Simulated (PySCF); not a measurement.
An unknown gives this computed stick spectrum. Level of theory: TDDFT PBE0/def2-SVPD, vertical, gas phase, core orbitals frozen in the response in PySCF. Geometries: GFN2-xTB, one conformer each.

```tsv
state	ν̃ (cm⁻¹)	f	main configurations (H = HOMO, L = LUMO)
S1	48350	0.0000	H→L (99%)
S2	54650	0.0001	H→L+2 (97%)
S3	56300	0.040	H→L+1 (98%)
S4	57870	0.0057	H→L+3 (87%), H→L+5 (10%)
S5	60780	0.0018	H→L+4 (94%)
S6	60880	0.017	H→L+5 (83%), H→L+3 (9%)
```

Orbital energies (eV): HOMO-3 -10.13, HOMO-2 -9.85, HOMO-1 -9.74, HOMO -7.49, LUMO -0.15, LUMO+1 0.52, LUMO+2 0.64.

**Question.** Which structure fits?
A. `FC(F)(F)CN([SiH3])[SiH3]`
B. `C1(F)([Si@@H]([SiH3])N[C@H]1C)F`
C. `F[SiH2]N[SiH2]CC(F)F`

**Answer.** A. Its S1 lies at 5.99 eV; the nearest of the others has S1 at 6.37 eV. S1 is HOMO→LUMO (99%). Löwdin shares by element: HOMO nitrogen 51%, silicon 16%, carbon 8% or more (atoms not listed hold the other 25%); LUMO silicon 46%, hydrogen 13% or more (atoms not listed hold the other 42%). At the same level the other candidates give, for their lowest levels:
- `C[C@@H]1N[Si@H]([SiH3])C1(F)F`: 4.63 eV (f 0.006); 5.58 eV (f 0.010); 5.73 eV (f 0.052); 6.33 eV (f 0.017); 6.52 eV (f 0.011); T1 4.27 eV; HOMO -6.95, LUMO -0.97 eV
- `F[SiH2]N[SiH2]CC(F)F`: 6.37 eV (f 0.012); 6.68 eV (f 0.001); 7.06 eV (f 0.010); 7.61 eV (f 0.005); 7.91 eV (f 0.015); T1 6.12 eV; HOMO -7.76, LUMO 0.03 eV

Shape of the structure used: `[F:1][C:2]([F:3])([F:4])[CH2:5][N:6]([SiH3:7])[SiH3:8]`: F1–C2–C5–N6 -60°, C2–C5–N6–Si7 -82°.
Triplets come from the Tamm–Dancoff approximation.

Without π bonds the low states are Rydberg-like; a valence basis with one diffuse set may place them up to an eV too high.
